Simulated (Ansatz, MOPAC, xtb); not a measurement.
The molecule WCl, multiplicity 6 (lowest of 2S+1 = 2, 4, 6, 8 at CCSD(T)/def2-TZVPP on PBE0 minima; our sources give no spin for the ground state, which may be another). No spin–orbit coupling.

The constants come from a fifth-degree fit in 1/R (seven points, main isotopes). Runs in def2 and cc sets follow the lowest solution found near the PBE0 minimum.

Programs: Ansatz (Gaussian orbitals); MOPAC for PM7 (differences of heats of formation); xtb for the GFN methods.  In def2 rows elements past Kr take small-core potentials, without spin–orbit coupling. The GFN methods have no spin term and hold the electronic entropy of 300 K.

```
level                                r_e (Å)  ω_e (cm⁻¹)  α_e (cm⁻¹)  ω_e x_e (cm⁻¹)  dipole (D)
-----------------------------------  -------  ----------  ----------  --------------  ----------
PM7                                    2.268         301     0.00066            0.95           -
GFN2-xTB                               2.230         384     0.00047            0.65           -
SVWN5/def2-TZVPP                       2.238         401     0.00045             1.2        2.48
PBE/def2-TZVPP                         2.275         378     0.00045             1.2        2.74
r2SCAN/def2-TZVPP                      2.281         379     0.00044             1.1        3.09
B97M-V/def2-TZVPP                      2.297         371     0.00043             1.1        3.27
B3LYP/def2-TZVPP                       2.295         371     0.00044             1.1        3.14
PBE0/def2-TZVPP                        2.274         384     0.00044             1.1        3.23
BHLYP/def2-TZVPP                       2.299         376     0.00042             1.1        3.66
CAM-B3LYP/def2-TZVPP                   2.289         379     0.00042             1.1        3.33
wB97X-V/def2-TZVPP                     2.283         384     0.00042             1.0        3.35
wB97M-V/def2-TZVPP                     2.289         380     0.00042             1.0        3.37
B2PLYP/def2-TZVPP                      2.286         380     0.00043             1.1           -
CCSD/def2-TZVPP                        2.292         385     0.00041             1.0           -
CCSD/def2-QZVPP                        2.289         382     0.00042             1.1           -
CCSD(T)/def2-TZVPP                     2.287         386     0.00041             1.1           -
CCSD(T)/def2-QZVPP                     2.283         384     0.00042             1.1           -
CCSD(T)/CBS(def2-TZVPP, def2-QZVPP)    2.279         384     0.00043             1.1           -
```

Correlated levels freeze the inner cores; with def2 sets outer-core shells near the valence are correlated too. CBS: X⁻³ extrapolation of the correlation energy, Hartree–Fock from the larger set. The state reached by PM7 isn't checked; PM7 holds dispersion and hydrogen-bond terms.

Ansatz is an electronic-structure program.
